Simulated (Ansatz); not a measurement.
Program: Ansatz. Geometries: PBE0-D4/def2-TZVP. ΔE: electronic, gas phase. CCSD(T)/CBS adds triple-zeta CCSD(T) − MP2 to the extrapolated MP2 energy (def2 sets, frozen cores). DFT in def2-TZVPP. One conformer a species, not always the lowest.

`C[CH]([AlH2])[AlH][SiH3]` + `C#C[SiH2]CN` → `C#C[SiH2][AlH][SiH3]` + `C[CH]([AlH2])CN`  (redistribution)

```
 level  ΔE (eV)
B2PLYP     0.34
   PBE     0.05
```

(1) What does CCSD(T)/CBS give? (Estimate.)

Largest T1 diagnostic among the species: 0.015.

Answers

(1) The calculation gave: +0.28 eV. The listed levels differ from it by 0.06, -0.23 eV.

The D4 term adds −0.04 eV with B3LYP and −0.02 eV with PBE0; it sums over pairs of atoms, weighted by their polarisabilities, and B3LYP, whose exchange is more repulsive, gets the larger term. From PBE to PBE0 (25 % exact exchange), in def2-TZVPP and without D4, ΔE moves by +0.05 eV. In def2-TZVPP, CCSD(T) changes the Hartree–Fock value by −0.37 eV (the triples alone add −0.08 eV) and MP2 by −0.33 eV.

B3LYP here is the variant with VWN-RPA as its local correlation; programs differ in this.
